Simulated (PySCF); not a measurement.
C₅H₆O₂, SMILES CC=C1OC=CO1. Atoms are numbered in the order given.

```xyz
13

C     -0.3318    -2.6278     0.0000
C      0.6395    -1.4854     0.0000
C      0.2775    -0.1979     0.0000
O     -1.0154     0.2761     0.0000
C     -0.9306     1.6525     0.0000
C      0.3563     2.0092     0.0000
O      1.1393     0.8756     0.0000
H     -0.2009    -3.2745     0.8858
H     -0.2009    -3.2745    -0.8858
H     -1.3712    -2.2687     0.0000
H      1.7135    -1.6811     0.0000
H     -1.8596     2.2130     0.0000
H      0.8624     2.9690     0.0000
```
Charge 0, spin multiplicity 1.

Geometry: B3LYP-D3(BJ)/def2-SVP.

The numbers are results of PBE0/pcSseg-1 (PySCF), not measurements.

GIAO shieldings, no solvent; atoms listed in one row are averaged. δ = σ(ref) − σ: ¹³C against TMS (σ = 186.3 ppm); ¹⁷O against H2O (σ = 334.2 ppm); ¹H against TMS (σ = 31.56 ppm), references at their B3LYP-D3(BJ)/def2-TZVP geometries, non-relativistic.

| nucleus | atoms | count | δ (ppm) |
|---|---|---|---|
| ¹³C | C3 | 1 | 169.1 |
| ¹³C | C5, C6 | 2 | 137.8 |
| ¹³C | C2 | 1 | 71.9 |
| ¹³C | C1 | 1 | 13.6 |
| ¹⁷O | O7 | 1 | 186.5 |
| ¹⁷O | O4 | 1 | 183.9 |
| ¹H | H12 | 1 | 6.96 |
| ¹H | H13 | 1 | 6.88 |
| ¹H | H11 | 1 | 4.24 |
| ¹H | H8, H9, H10 | 3 | 2.07 |
